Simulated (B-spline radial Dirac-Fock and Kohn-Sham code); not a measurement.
## Magnetic form factor of the 5d shell of Eu⁺

System: the Eu⁺ ion in the configuration [Xe] 4f7 5d1 (an excited configuration).

Model: configuration-average Dirac-Fock orbitals. Program: a radial finite-basis atomic code. ⟨j_K⟩ is the integral of the 5d radial density with the spherical Bessel function j_K(4πsr), s = sin θ/λ.

```tsv
s (Å⁻¹)	⟨j0⟩	⟨j2⟩	⟨j4⟩
0	1.0000	0.0000	0.0000
0.05	0.8114	0.0716	0.0027
0.1	0.4464	0.1801	0.0268
0.15	0.1713	0.2102	0.0675
0.2	0.0355	0.1760	0.0959
0.25	-0.0142	0.1244	0.1026
0.3	-0.0244	0.0791	0.0943
0.35	-0.0196	0.0457	0.0794
0.4	-0.0108	0.0233	0.0632
0.45	-0.0024	0.0093	0.0481
0.5	0.0038	0.0015	0.0351
0.6	0.0098	-0.0035	0.0164
0.7	0.0096	-0.0019	0.0057
0.8	0.0069	0.0009	0.0007
0.9	0.0039	0.0032	-0.0009
1	0.0016	0.0043	-0.0007
1.1	0.0001	0.0045	0.0001
1.2	-0.0006	0.0041	0.0011
1.4	-0.0005	0.0024	0.0023
1.6	0.0003	0.0010	0.0026
```

Radial moments of the shell: ⟨r²⟩ = 11.51, ⟨r⁴⟩ = 253.6, ⟨r⁶⟩ = 9254 in powers of bohr.

Values without a named source are computed, but for edge energies of neutral atoms, which are taken from tables.
